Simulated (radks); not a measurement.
Results of a calculation; reference values are marked as such.
Excited configurations of Li II: one electron is placed in a higher orbital outside 1s1. The ground configuration is [He]. Level of theory: scalar-relativistic Kohn-Sham, PBE, spin-polarised, spherical densities, finite nucleus; open shells are filled with parallel spins first; Fermi nuclear charge, rms radius 2.444 fm (a radial shooting solver on a logarithmic mesh with Libxc functionals). Excitation = E - E(ground); binding = E(ion) - E, where the ion is the core of charge +2; n* = 2/sqrt(2 binding) in atomic units, and the quantum defect is n - n*.

| outer orbital | excitation (eV) | binding (eV) | n* | quantum defect | eigenvalue (eV) | <r> (bohr) |
|---|---|---|---|---|---|---|
| 2s | 58.432 | 16.936 | 1.793 | 0.207 | -13.240 | 2.464 |
| 2p | 60.767 | 14.601 | 1.931 | 0.069 | -10.486 | 2.351 |
| 4s | 71.241 | 4.127 | 3.632 | 0.368 | -3.343 | 10.29 |
| 4f | 71.810 | 3.558 | 3.911 | 0.089 | -2.608 | 8.748 |
| 5p | 72.830 | 2.538 | 4.631 | 0.369 | -2.069 | 16.45 |
| 5d | 72.943 | 2.425 | 4.738 | 0.262 | -1.948 | 16.21 |
| 6s | 73.533 | 1.835 | 5.446 | 0.554 | -1.522 | 23.61 |
| 6p | 73.589 | 1.779 | 5.532 | 0.468 | -1.469 | 23.90 |
| 7s | 74.016 | 1.352 | 6.345 | 0.655 | -1.131 | 32.32 |
| 7p | 74.051 | 1.317 | 6.428 | 0.572 | -1.099 | 32.72 |
| 7d | 74.088 | 1.280 | 6.521 | 0.479 | -1.061 | 32.73 |

The Delta-SCF ionisation energy is 75.368 eV (NIST Atomic Spectra Database: 75.640 eV, theoretical). Self-interaction in the functional shifts the binding energies and quantum defects, so they are the method's values and not measured ones.
